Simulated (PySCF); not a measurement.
C7H16OSi.
SMILES with atom numbers: `[CH3:1][CH2:2][O:3][Si@@H:4]1[CH2:5][CH2:6][C@@H:7]([CH3:8])[CH2:9]1` (hydrogens: H10, H11, H12 on C1; H13, H14 on C2; H15 on Si4; H16, H17 on C5; H18, H19 on C6; H20 on C7; H21, H22, H23 on C8; H24, H25 on C9)

Level of theory: PBE0-D3(BJ)/def2-SVP geometry optimisation, gas phase in PySCF 2.14.0.

Q: List the bond lengths, angles and torsions at this level.

A: 
| bond | length (bohr) | order |
| --- | --- | --- |
| C1–C2 | 2.856 | single |
| C2–O3 | 2.655 | single |
| O3–Si4 | 3.160 | single |
| Si4–C5 | 3.578 | single |
| C5–C6 | 2.905 | single |
| C6–C7 | 2.905 | single |
| C7–C8 | 2.873 | single |
| C7–C9 | 2.912 | single |
| Si4–C9 | 3.550 | single |
| C1–H10, C1–H11, C1–H12 | 2.079 | single |
| C2–H13 | 2.094 | single |
| C2–H14 | 2.094 | single |
| Si4–H15 | 2.834 | single |
| C5–H16 | 2.087 | single |
| C5–H17 | 2.079 | single |
| C6–H18 | 2.084 | single |
| C6–H19 | 2.090 | single |
| C7–H20 | 2.092 | single |
| C8–H21, C8–H22, C8–H23 | 2.082 | single |
| C9–H24 | 2.089 | single |
| C9–H25 | 2.080 | single |

Bonds in one row agree within 0.02 bohr and their mean is given. Orders are formal, as drawn. A selection of angles:
| angle | degrees |
| --- | --- |
| C2–C1–H10 | 110.4 |
| C2–C1–H11 | 110.9 |
| H10–C1–H11 | 108.6 |
| H10–C1–H12 | 107.9 |
| C1–C2–O3 | 109.5 |
| C1–C2–H13 | 110.0 |
| C1–C2–H14 | 109.9 |
| O3–C2–H13 | 110.4 |
| O3–C2–H14 | 110.5 |
| H13–C2–H14 | 106.5 |
| C2–O3–Si4 | 124.3 |
| O3–Si4–C5 | 113.1 |
| O3–Si4–C9 | 109.7 |
| O3–Si4–H15 | 108.5 |
| C5–Si4–C9 | 95.9 |
| C5–Si4–H15 | 114.0 |
| C9–Si4–H15 | 115.2 |
| Si4–C5–C6 | 103.0 |
| Si4–C5–H16 | 108.0 |
| Si4–C5–H17 | 115.8 |
| C6–C5–H16 | 110.2 |
| C6–C5–H17 | 112.9 |
| H16–C5–H17 | 106.9 |
| C5–C6–C7 | 109.5 |
| C5–C6–H18 | 112.2 |
| C5–C6–H19 | 109.6 |
| C7–C6–H18 | 111.0 |
| C7–C6–H19 | 108.1 |
| H18–C6–H19 | 106.2 |
| C6–C7–C8 | 112.9 |
| C6–C7–C9 | 107.4 |
| C6–C7–H20 | 107.1 |
| C8–C7–C9 | 113.4 |
| C8–C7–H20 | 108.2 |
| C9–C7–H20 | 107.5 |
| C7–C8–H21 | 111.5 |
| H21–C8–H22 | 107.7 |
| C7–C9–H24 | 109.6 |
| C7–C9–H25 | 113.1 |
| Si4–C9–C7 | 103.7 |
| Si4–C9–H24 | 109.3 |
| Si4–C9–H25 | 114.1 |
| H24–C9–H25 | 107.1 |

Torsions: C1–C2–O3–Si4 -177° (antiperiplanar); C2–O3–Si4–C5 -70° (synclinal); O3–Si4–C5–C6 -125° (anticlinal); Si4–C5–C6–C7 35° (synclinal); C5–C6–C7–C8 -176° (antiperiplanar); C6–C7–C9–Si4 38° (synclinal); O3–Si4–C9–C7 101° (anticlinal).

Si4 (oxygen-bound silicon) has angles from 95.9° to 115.2°. The 5 C–C bonds span 1.511 Å (C1–C2, drawn single) to 1.541 Å (C7–C9, drawn single), a spread of 0.030 Å. O3 (silyl ether oxygen) is bent (angle 124.3°). The 5-membered ring Si4–C5–C6–C7–C9 has internal angles of 95.9° to 109.5° (sum 519°, against 540° for a flat polygon); it is puckered, 0.19 Å rms from its mean plane, widest ring torsion 50°.

Point group: C1 (no symmetry element, even within 0.4 Å). No frequency check. One conformer, not necessarily the lowest.

Time: 7.0 min of wall time; peak memory 0.97 GiB. Hardware: an Intel Xeon Platinum 8259CL at 2.50 GHz with one thread, no GPU, shared host with 96 logical CPUs at a one-minute load of 64. This is the geometry optimisation.
